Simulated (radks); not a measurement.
Kinetic energies: the exact non-interacting value of the Kohn-Sham orbitals and orbital-free approximations, in hartree. Species: Cu [Ar] 3d10 4s1; Hg2+ [Xe] 4f14 5d10; Li [He] 2s1; Re [Xe] 4f14 5d5 6s2. Calculated with a radial shooting solver on a logarithmic mesh with Libxc functionals: non-relativistic Kohn-Sham, PBE, spin-polarised, spherical densities, point nucleus. Every spin shell is full or empty, so the densities are truly spherical. Functionals are evaluated on that one density, not self-consistently.

functional,Cu,Hg2+,Li,Re
exact,1639.11,18407.5,7.41580,15784.2
Thomas-Fermi,1533.3,17557,6.6549,15035
von Weizsacker,818.53,6517.3,7.2146,5714.9
TF + vW,2351.9,24074,13.870,20750
TF + vW/9,1624.3,18281,7.4565,15670
TF + vW/5,1697.0,18860,8.0978,16178
LC94,1636.8,18410,7.4402,15782
APBEK,1638.3,18415,7.4367,15787
revAPBEK,1642.3,18440,7.5006,15809
Perdew 92,1624.4,18282,7.4581,15671
Thakkar,1629.7,18263,7.4599,15659
Pearson,1617.1,18253,7.1127,15644
LKT,2026.6,21336,11.689,18355
PG1,1946.1,20690,11.132,17788
DePristo-Kress,1635.5,18370,7.3954,15749
Ernzerhof,1630.7,18320,7.6647,15704
